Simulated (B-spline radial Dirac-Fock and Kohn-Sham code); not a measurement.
# X-ray form factors of iodine in several charge states

Level of theory: Dirac-Fock densities; a radial B-spline solver.

Configurations: I³⁵⁺ [Ne] 3s2 3p6; I³⁶⁺ [Ne] 3s2 3p5; I³⁸⁺ [Ne] 3s2 3p3; I³⁹⁺ [Ne] 3s2 3p2. The first column is f₀ of I³⁵⁺, the others are differences from it.

```csv
s (Å⁻¹),I³⁵⁺,Δ I³⁶⁺,Δ I³⁸⁺,Δ I³⁹⁺
0,18.000,-1.000,-3.000,-4.000
0.1,17.938,-0.993,-2.979,-3.972
0.2,17.756,-0.971,-2.916,-3.889
0.3,17.458,-0.936,-2.813,-3.754
0.4,17.054,-0.889,-2.675,-3.573
0.5,16.557,-0.831,-2.507,-3.351
0.7,15.343,-0.694,-2.104,-2.819
0.9,13.948,-0.542,-1.655,-2.226
1.1,12.504,-0.393,-1.212,-1.638
1.4,10.479,-0.204,-0.644,-0.879
```

Values without a named source are computed, but for edge energies of neutral atoms, which are taken from tables.
